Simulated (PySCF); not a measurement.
## Gas-phase XPS of Si(SH)4, computed

Species: Si(SH)4.
Cartesian coordinates in Å at the PBE0-D3(BJ)/def2-SVP level; atoms count from 1:
```
atom  x, y, z in Å
Si1    0.010   -0.002   -0.006
S2    -0.180   -0.041    2.121
H3     0.337    1.196    2.296
S4     1.998   -0.032   -0.786
H5     2.239   -1.305   -0.395
S6    -0.844    1.849   -0.649
H7    -0.468    1.689   -1.939
S8    -0.925   -1.789   -0.712
H9    -2.035   -1.633    0.046
```

Computed with PySCF, delta-SCF UKS SCAN, pcX-2 on the ionised atom, pcseg-1 elsewhere, spin-free X2C. Each binding energy is the total energy of the core-ionised species, with the hole localised on one atom, minus that of the ground state; both are solved self-consistently, so orbital relaxation is included.

Problem. List the computed XPS lines with their assignment.

Solution. 
| atom(s) | environment | level | binding energy (eV) | 2p1/2 (eV) | count |
| --- | --- | --- | --- | --- | --- |
| S2/S4/S6/S8 | sulfur bonded to Si and H | S 1s | 2477.40 | – | 4 |
| Si1 | silicon bonded to 4 S | Si 1s | 1848.31 | – | 1 |
| Si1 | silicon bonded to 4 S | Si 2p3/2 | 108.29 | 108.91 | 1 |

Problem. Which photon energy gives electrons from S 1s of S2/S4/S6/S8 a kinetic energy of 200 eV, and what is their de Broglie wavelength?

Solution. hν = 2477.40 + 200 = 2677.40 eV, recoil neglected; λ = 12.264 Å/√(E/eV) = 0.87 Å.

Problem. Express the binding energy of S 1s of S2/S4/S6/S8 in atomic units and per mole.

Solution. 2477.40 eV = 91.0428 Eh = 239033 kJ/mol.

The first atom of each set that the bonding makes equivalent was ionised and stands for the set. Not every level is listed. 2p3/2 and 2p1/2 are the ΔSCF energy of one spin-free 2p hole plus the eigenvalues of a spin–orbit and ligand-field matrix of the shell. 2p1/2 minus 2p3/2 (ligand field included): Si 0.62 eV. Isolated species at its PBE0-D3(BJ)/def2-SVP geometry, gas phase.
